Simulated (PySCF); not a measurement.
SMILES C=CBC=C at its B3LYP/def2-SVP optimised geometry (Å):

```
12

B     -0.6907     0.6537     0.0000
H     -1.2414     1.7342     0.0000
C     -1.5666    -0.6326     0.0007
C     -1.0741    -1.8872    -0.0031
H     -2.6603    -0.5321     0.0039
H     -1.7179    -2.7747    -0.0030
H      0.0039    -2.0843    -0.0066
C      0.8600     0.6537     0.0000
C      1.5640     1.8035     0.0068
H      1.4378    -0.2808    -0.0037
H      2.6603     1.8308     0.0089
H      1.0562     2.7747     0.0107
```

Method: PySCF with B3LYP/def2-TZVP. Cells within 0.4 Å of a nucleus heavier than hydrogen are left out (blank, or x).

Map of the electrostatic potential (hartree/e), clipped to [-0.08, 0.12] on the plane z = 0.0 Å:

```
|00000000000001111111111111111|
|00000000000001111111111111111|
|00000000000001111211111111111|
|00000000000001123322111111111|
|00000000000001236753211111111|
|00000000000001269995322211111|
|00000000000000299999643322111|
|00000000014310279999999632211|
|000000001699622599x9999952211|
|000000001999964799xx999963211|
|000000001899999999x9999942211|
|00000000169999999999987432111|
|11111111289xxx99xx99633221111|
|111122346999x999xx99522111111|
|11123799999999999999721111111|
|111259999xx999779999932111111|
|111249999xx997435999632111111|
|11123799999999544676421111111|
|11112346999999985433221111111|
|1111122499xxx9998432211111111|
|11111124999x99999432211111111|
|11111226999999997422111111111|
|11111237999997764322111111111|
|11111236999743332221111111111|
|11111224686322222111111111111|
|11111122333221111111111111111|
|11111112222211111111111111111|
|11111111111111111111111111111|
|11111111111111111111111111111|
```
Scale: ten equal steps from -0.014 (start of '0') to 0.120 (end of '9'), in the order '0123456789'; x runs from -5.00 to 5.00, y from -5.00 (bottom) to 5.00 (top).
